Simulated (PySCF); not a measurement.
How methods differ on the ionisation energy of B+

B+ [He] 2s2 (1S) → B(2+) [He] 2s1 (2S), as a difference of total energies. All numbers are calculated (PySCF 2.14, scalar relativity by spin-free X2C-1e, in x2c-QZVPPall with one added diffuse shell each of s, p, d, f type (8s5p4d3f1g, 73 functions)). Correlated levels: valence: 1s2 frozen; valence and next inner shell: nothing frozen. The calculations carry no spin-orbit coupling.

Problem. Order these methods by the ionisation energy they give, lowest first.
A. SCS-MP2 (valence)
B. M06-2X
C. B2PLYP
D. MP2 (valence)

Solution. D (24.473 eV), C (24.646 eV), A (24.678 eV), B (24.751 eV).

Errors of the correlated levels include the incompleteness of this basis and the frozen core.

MP2 underrates the near-degeneracy of ns² with np² in the lower species.

For comparison: 25.155 eV (measured; NIST Atomic Spectra Database, ionization energies).
